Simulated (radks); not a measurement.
Coherent X-ray form factor from a spherical all-electron density. All-electron calculation, Dirac Kohn-Sham, BP86, spin-unpolarised, spherical densities, finite nucleus; Fermi nuclear charge, rms radius of each element as measured or else 0.836 A^(1/3) + 0.57 fm. Program: a radial shooting solver on a logarithmic mesh with Libxc functionals.

sin(theta)/lambda (1/angstrom),f0 (electrons)
0.05,70.748
0.1,67.776
0.15,64.283
0.2,60.781
0.25,57.335
0.3,53.962
0.4,47.636
0.5,42.122
0.6,37.432
0.8,29.989
1,24.515
1.25,19.889
1.5,17.011
2,13.475

The species is in the configuration that NIST lists as its ground one. Which atom or ion scatters so?

Answer. Neutral hafnium, [Xe] 4f14 5d2 6s2. Extrapolating in s^2 from the first two rows gives f0(0) = 71.7, near the electron count 72; among species with that count, the fall with angle is slower the higher Z, and the table is that of Z = 72; from so few rows the species is fixed only to a neighbour or two.
